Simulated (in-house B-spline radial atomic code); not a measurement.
Cu3+ is squeezed into an impenetrable sphere of radius R (the orbitals vanish at R). No spin polarisation. Computed with an all-electron radial atomic-structure program (B-spline basis): scalar-relativistic (X2C) PBE, spherical fractional occupations, Fermi nucleus of rms radius 3.8823 fm.

Energies in eV above the free ion in [Ar] 3d8:

```csv
R (bohr),highest level (eV),[Ar] 3d8,[Ne] 3s2 3p5 3d9
9.11,-48.9,0,68.94
6.44,-48.9,2.682e-05,68.94
5.37,-48.9,0.0007874,68.94
4.52,-48.9,0.01211,68.95
3.62,-48.6,0.1989,69.14
2.85,-47.2,2.019,71.07
2.69,-46.4,3.264,72.39
2.11,-39.2,19.7,89.86
1.96,-35,32.28,103.1
1.39,10.8,254.8,331.2
```

Does [Ne] 3s2 3p5 3d9 fall below [Ar] 3d8 under compression?

No, it stays above over the whole range.

The highest level is first positive in the row R = 1.39 bohr, pushed up by confinement above the zero of the free ion's potential. Each configuration is held fixed and needn't be the lowest in the sphere.
